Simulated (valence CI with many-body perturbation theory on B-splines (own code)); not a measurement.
# Gd58+: electric-dipole lines

Level of theory: relativistic CI+MBPT: four valence electrons over a frozen Dirac-Fock core [He], a basis of 11 s, 11 p, 10 d, 8 f, 5 g, 2 h functions for each j, with the one-electron correlation potential Σ1, the two-electron term Σ2, the three-electron term Σ3, Breit, model QED; selected CI, second order for the rest, scaled by the run's own slope (own B-spline code, finite nucleus).

The last digits are not significant, and no measured levels were compared; by estimate large intervals hold to a few tenths of a per cent, small ones and those within an open d or f shell to about a per cent. Among the levels kept, up to 920 cm⁻¹ of a level comes from second order outside the variational space, and about a tenth of that is noise between levels of different J, which matters for small intervals.

Lines 51 to 100 of 551 in falling wavelength, among levels below 79034 × 10³ cm⁻¹, chosen from the strongest by gf and those to the six lowest levels. Wavelengths and rates use the calculated energies. Electric multipoles are in the length gauge, E1 and E2 with the static RPA response of the core. Weak lines are less certain than strong ones. Lines between different terms over intervals too small for the method are left out, as are lines whose strength nearly cancels. The highest levels of a list are the least certain.

Levels are named by their leading jj configuration (3d3/2^4 stands for four electrons in 3d with j = 3/2), which in mixed levels can hold well under half, so a name can repeat and another be missing. Letters in brackets count levels of one name in rising energy.

```tsv
λ vac (Å)	Upper	Lower	A (s⁻¹)	S (a.u.) with core polarisation	S without
44.31	(2p1/2 2p3/2^2 3p3/2) J=4	(2p1/2 2p3/2^2 3s) J=3	1.98e+11	7.64e-02	7.64e-02
44.29	(2s 2p1/2^2 3p3/2) J=1	(2s 2p1/2^2 3s) J=0	2.12e+11	2.72e-02	2.72e-02
44.24	(2s 2p1/2 2p3/2 3d3/2) J=2 [b]	(2s 2p1/2 2p3/2 3p1/2) J=2 [b]	1.33e+11	2.84e-02	2.84e-02
44.11	(2s^2 2p3/2 3d3/2) J=2	(2s^2 2p3/2 3p1/2) J=2	1.06e+11	2.25e-02	2.25e-02
43.99	(2s 2p3/2^2 3p3/2) J=1 [b]	(2s 2p3/2^2 3s) J=0	2.04e+11	2.57e-02	2.57e-02
43.86	(2p1/2 2p3/2^2 3p3/2) J=3 [b]	(2p1/2 2p3/2^2 3s) J=2 [b]	8.76e+10	2.56e-02	2.55e-02
43.79	(2s 2p1/2^2 3d3/2) J=1	(2s 2p1/2^2 3p1/2) J=0	1.48e+11	1.84e-02	1.84e-02
43.75	(2s^2 2p3/2 3d3/2) J=2	(2s^2 2p3/2 3p1/2) J=1	1.10e+11	2.28e-02	2.28e-02
43.73	(2s 2p3/2^2 3d3/2) J=2 [a]	(2s 2p3/2^2 3p1/2) J=3	7.59e+10	1.57e-02	1.57e-02
43.69	(2s 2p1/2 2p3/2 3d3/2) J=2 [c]	(2s 2p1/2 2p3/2 3p1/2) J=1 [b]	1.07e+11	2.20e-02	2.20e-02
43.58	(2s 2p3/2^2 3p3/2) J=3 [a]	(2s 2p3/2^2 3s) J=3	6.90e+10	1.97e-02	1.97e-02
43.56	(2s 2p3/2^2 3d3/2) J=2 [b]	(2s 2p3/2^2 3p1/2) J=2 [b]	9.22e+10	1.88e-02	1.88e-02
43.44	(2p1/2 2p3/2^2 3s) J=3	(2s 2p3/2^2 3s) J=2 [a]	6.59e+10	1.87e-02	1.87e-02
43.44	(2s 2p3/2^2 3d3/2) J=4	(2s 2p3/2^2 3p1/2) J=3	2.16e+11	7.86e-02	7.86e-02
43.42	(2s 2p3/2^2 3p3/2) J=3 [b]	(2s 2p3/2^2 3s) J=2 [b]	3.54e+11	1.00e-01	1.00e-01
43.27	(2s 2p3/2^2 3d3/2) J=2 [a]	(2s 2p3/2^2 3p1/2) J=2 [a]	1.76e+11	3.51e-02	3.51e-02
43.25	(2s 2p3/2^2 3d3/2) J=3 [a]	(2s 2p3/2^2 3p1/2) J=3	1.47e+11	4.10e-02	4.10e-02
43.24	(2s 2p3/2^2 3d3/2) J=2 [b]	(2s 2p3/2^2 3p1/2) J=1 [a]	1.16e+11	2.31e-02	2.31e-02
43.20	(2s 2p3/2^2 3d3/2) J=3 [b]	(2s 2p3/2^2 3p1/2) J=2 [b]	2.18e+11	6.07e-02	6.07e-02
43.17	(2s 2p1/2 2p3/2 3d3/2) J=3 [c]	(2s 2p1/2 2p3/2 3p1/2) J=2 [c]	2.06e+11	5.74e-02	5.74e-02
43.16	(2s 2p1/2 2p3/2 3p3/2) J=2 [a]	(2s 2p1/2 2p3/2 3s) J=1 [a]	1.17e+11	2.32e-02	2.32e-02
43.14	(2s^2 2p3/2 3p3/2) J=1	(2s^2 2p3/2 3s) J=1	2.70e+11	3.21e-02	3.21e-02
43.12	(2s 2p1/2 2p3/2 3d3/2) J=3 [a]	(2s 2p1/2 2p3/2 3p1/2) J=2 [a]	1.99e+11	5.52e-02	5.52e-02
43.08	(2s 2p1/2 2p3/2 3d3/2) J=4	(2s 2p1/2 2p3/2 3p1/2) J=3	1.94e+11	6.89e-02	6.89e-02
43.07	(2p1/2 2p3/2^2 3p3/2) J=2 [a]	(2p1/2 2p3/2^2 3s) J=1 [a]	9.89e+10	1.95e-02	1.95e-02
43.05	(2p1/2 2p3/2^2 3p3/2) J=3 [a]	(2p1/2 2p3/2^2 3s) J=2 [a]	3.16e+11	8.69e-02	8.70e-02
43.05	(2s^2 2p3/2 3d3/2) J=3	(2s^2 2p3/2 3p1/2) J=2	2.26e+11	6.23e-02	6.23e-02
43.02	(2p1/2 2p3/2^2 3p3/2) J=2 [b]	(2s 2p3/2^2 3p3/2) J=2 [a]	1.24e+11	2.44e-02	2.44e-02
43.02	(2s 2p1/2 2p3/2 3d3/2) J=2 [a]	(2s 2p1/2 2p3/2 3p1/2) J=1 [a]	1.12e+11	2.20e-02	2.20e-02
42.98	(2s 2p1/2 2p3/2 3d3/2) J=1 [b]	(2s 2p1/2 2p3/2 3p1/2) J=2 [b]	2.52e+11	2.96e-02	2.96e-02
42.94	(2s^2 2p1/2 3d3/2) J=2	(2s^2 2p1/2 3p1/2) J=1	2.22e+11	4.34e-02	4.34e-02
42.93	(2s 2p1/2 2p3/2 3p3/2) J=3 [c]	(2s 2p1/2 2p3/2 3s) J=2 [c]	2.78e+11	7.59e-02	7.59e-02
42.92	(2s^2 2p3/2 3d5/2) J=3	(2s 2p1/2 2p3/2 3s) J=2 [a]	1.11e+11	3.03e-02	3.03e-02
42.83	(2s 2p1/2^2 3d3/2) J=2	(2s 2p1/2^2 3p1/2) J=1	2.09e+11	4.05e-02	4.05e-02
42.82	(2p1/2 2p3/2^2 3d3/2) J=3 [b]	(2s 2p3/2^2 3d3/2) J=3 [a]	7.17e+10	1.95e-02	1.95e-02
42.81	(2s 2p3/2^2 3d3/2) J=1 [a]	(2s 2p3/2^2 3p1/2) J=2 [a]	2.76e+11	3.20e-02	3.21e-02
42.80	(2s 2p3/2^2 3d3/2) J=3 [a]	(2s 2p3/2^2 3p1/2) J=2 [a]	7.16e+10	1.94e-02	1.94e-02
42.71	(2s 2p1/2 2p3/2 3d3/2) J=1 [a]	(2s 2p1/2 2p3/2 3p1/2) J=1 [a]	1.84e+11	2.12e-02	2.12e-02
42.71	(2s 2p1/2 2p3/2^2) J=1 [a]	(2s^2 2p3/2^2) J=2	1.97e+10	2.27e-03	2.27e-03
42.66	(2p1/2 2p3/2^2 3p3/2) J=2 [a]	(2p1/2 2p3/2^2 3s) J=2 [a]	1.24e+11	2.37e-02	2.37e-02
42.61	(2s 2p3/2^2 3p3/2) J=1 [a]	(2s 2p3/2^2 3s) J=2 [a]	3.28e+11	3.75e-02	3.75e-02
42.57	(2s 2p3/2^2 3p3/2) J=4	(2s 2p3/2^2 3s) J=3	3.59e+11	1.23e-01	1.23e-01
42.52	(2s 2p1/2 2p3/2 3p3/2) J=2 [d]	(2s 2p1/2 2p3/2 3s) J=1 [c]	2.79e+11	5.30e-02	5.30e-02
42.44	(2p1/2 2p3/2^2 3d3/2) J=1 [a]	(2p1/2 2p3/2^2 3p1/2) J=1 [a]	1.50e+11	1.70e-02	1.70e-02
42.38	(2p1/2 2p3/2^2 3d3/2) J=4	(2p1/2 2p3/2^2 3p1/2) J=3	1.31e+11	4.43e-02	4.43e-02
42.37	(2s^2 2p3/2 3p3/2) J=3	(2s^2 2p3/2 3s) J=2	3.66e+11	9.63e-02	9.63e-02
42.36	(2p1/2 2p3/2^2 3d3/2) J=3 [a]	(2p1/2 2p3/2^2 3p1/2) J=2 [a]	1.59e+11	4.18e-02	4.18e-02
42.27	(2s 2p3/2^2 3d3/2) J=2 [c]	(2s 2p3/2^2 3p1/2) J=1 [b]	1.62e+11	3.03e-02	3.03e-02
42.26	(2p1/2 2p3/2^2 3p3/2) J=1 [c]	(2p1/2 2p3/2^2 3s) J=0	2.38e+11	2.66e-02	2.66e-02
42.22	(2p1/2 2p3/2^2 3d3/2) J=2 [a]	(2p1/2 2p3/2^2 3p1/2) J=1 [a]	8.94e+10	1.66e-02	1.66e-02
```
